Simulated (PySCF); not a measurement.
How methods differ on the electron affinity of Sn

Sn- [Kr] 4d10 5s2 5p3 (4S) → Sn [Kr] 4d10 5s2 5p2 (3P), as a difference of total energies. All numbers are calculated (PySCF 2.14, scalar relativity by spin-free X2C-1e, in x2c-TZVPPall with one added diffuse shell each of s, p, d, f type (9s7p5d3f, 76 functions)). Correlated levels: valence: [Kr] 4d10 frozen; valence and next inner shell: [Ar] 3d10 frozen. The calculations carry no spin-orbit coupling.

| method | electron affinity (eV) | plus first-order spin-orbit estimate | error of that sum (eV) |
| --- | --- | --- | --- |
| UHF | 0.973 | 0.731 | -0.381 |
| LDA | 1.561 | 1.319 | +0.207 |
| PBE | 1.427 | 1.185 | +0.073 |
| PBE0 | 1.427 | 1.185 | +0.073 |
| r2SCAN | 1.534 | 1.292 | +0.180 |
| B2PLYP | 1.270 | 1.028 | -0.084 |
| BLYP | 1.207 | 0.965 | -0.147 |
| wB97X-V | 1.186 | 0.944 | -0.168 |
| BHandHLYP | 1.201 | 0.959 | -0.153 |
| MP2 (valence) | 1.369 | 1.127 | +0.015 |
| SCS-MP2 (valence) | 1.231 | 0.989 | -0.123 |
| MP2 (valence and next inner shell) | 1.422 | 1.180 | +0.068 |
| SCS-MP2 (valence and next inner shell) | 1.256 | 1.014 | -0.098 |

Reference: 1.112 eV (measured; photodetachment measurements, as compiled on the Wikipedia data page of electron affinities).

A first-order spin-orbit estimate (lowest level to lowest level, LS coupling) adds -0.242 eV.

Errors of the correlated levels include the incompleteness of this basis and the frozen core.

In the anion the highest occupied orbital energy is positive at LDA, PBE, PBE0, r2SCAN, BLYP, a self-interaction effect; the basis confines that electron, and the energy difference can still be sensible.
